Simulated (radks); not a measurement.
Charge is removed step by step from the 3d up level of the titanium ion Ti+, starting from [Ar] 3d(up 2, down 0) 4s1. All-electron calculation, scalar-relativistic Kohn-Sham, r2SCAN, spin-polarised, spherical densities, finite nucleus; open shells are filled with parallel spins first; meta-GGA in the generalised Kohn-Sham scheme; Fermi nuclear charge, rms radius 3.5921 fm. Program: a radial shooting solver on a logarithmic mesh with Libxc functionals.

| removed (e) | E - E(0) (eV) | eigenvalue (eV) | E minus straight line (eV) |
|---|---|---|---|
| 0 | 0.000 | -12.064 | 0.000 |
| 0.1 | 1.265 | -13.242 | -0.573 |
| 0.2 | 2.650 | -14.452 | -1.027 |
| 0.3 | 4.157 | -15.693 | -1.358 |
| 0.4 | 5.789 | -16.965 | -1.564 |
| 0.5 | 7.551 | -18.265 | -1.641 |
| 0.6 | 9.444 | -19.594 | -1.586 |
| 0.7 | 11.471 | -20.950 | -1.398 |
| 0.8 | 13.634 | -22.332 | -1.072 |
| 0.9 | 15.938 | -23.739 | -0.607 |
| 1 | 18.383 | -25.172 | 0.000 |

Removing the whole electron costs 18.383 eV by Delta-SCF, against 12.064 eV from minus the eigenvalue at the starting occupation. Slater's transition state (half an electron removed) gives 18.265 eV. Integrating minus the eigenvalue over the occupation (Janak's theorem) gives 18.383 eV. In this scalar-relativistic scheme the density is built from large components alone, so the theorem holds only approximately. The mean slope of the eigenvalue, de/dn, is 13.1 eV per electron.
